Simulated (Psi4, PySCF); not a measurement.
Two rigid molecules brought together: H4OSi ··· Br2 (SMILES O[SiH3] and BrBr). Monomers: optimised at B3LYP-D3(BJ) (def2-TZVP), held rigid. Orientation: lowest of the rigid-body minima from ten starts at GFN2-xTB. R is the distance of the centres of mass, along which the second monomer moves. The table gives interaction energies.

| R / Å | A | B | C |
|---|---|---|---|
| 3.13 | 24.23 | 17.79 | 19.62 |
| 3.36 | 12.00 | 7.91 | 8.65 |
| 3.57 | 6.28 | 3.53 | 3.75 |
| 3.74 | 3.73 | 1.71 | 1.71 |
| 3.92 | 2.18 | 0.72 | 0.59 |
| 4.10 | 1.31 | 0.24 | 0.05 |
| 4.47 | 0.54 | -0.01 | -0.24 |
| 4.77 | 0.33 | 0.04 | -0.21 |
| 5.23 | 0.21 | 0.13 | -0.11 |
| 5.97 | 0.13 | 0.12 | -0.01 |
| 6.93 | 0.08 | 0.06 | 0.02 |
| 8.24 | 0.04 | 0.03 | 0.02 |

Energies in kcal/mol.

Match the curves with the methods Psi4 with HF/aug-cc-pVDZ, counterpoise-corrected; restricted B3LYP/6-31G*, spherical d, no counterpoise correction run with PySCF 2.14.0; DF-SCS-MP2/aug-cc-pVDZ, frozen core, counterpoise-corrected run with Psi4.

A is HF/aug-cc-pVDZ; B is RKS-B3LYP/6-31G*; C is SCS-MP2/aug-cc-pVDZ.
